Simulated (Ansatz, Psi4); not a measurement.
# Exact exchange and the HOMO–LUMO gap of KCl

KCl: 2 atoms, total charge 0, spin state singlet. SMILES: `[Cl][K]`. The coordinates come from a PBE0-D4/def2-TZVP relaxation.

The HOMO–LUMO gap y, in eV, basis def2-TZVPPD; a is the functional's share of exact exchange. Programs: Ansatz 0.2.0, Psi4 1.11.

| functional | program | a | y (eV) |
| --- | --- | --- | --- |
| TPSS | Psi4 | 0 | 3.13 |
| PBE | Ansatz | 0 | 2.96 |
| B3LYP | Ansatz | 0.2 | 4.20 |
| r2SCAN0 | Ansatz | 0.25 | 5.33 |
| PBE0 | Ansatz | 0.25 | ? |
| BHLYP | Ansatz | 0.5 | 6.12 |

Question: Fit y = c + s·a to the known rows and predict PBE0.

Answer: 
1. Means of the 5 rows: a = 0.1900, y = 4.348.
2. Σ(Δa)² = 0.172, Σ(Δa·Δy) = 1.1019, so the slope is 1.1019/0.172 = 6.4064.
3. Intercept: 4.348 − (6.4064) × 0.1900 = 3.131. The largest residual of the fit is 0.60.
4. PBE0: 3.131 + (6.4064) × 0.25 = 4.73 eV.

The run gave 4.72 eV, so the prediction is off by +0.01 eV, within the scatter of the fit. Exact exchange lowers occupied levels and raises empty ones.
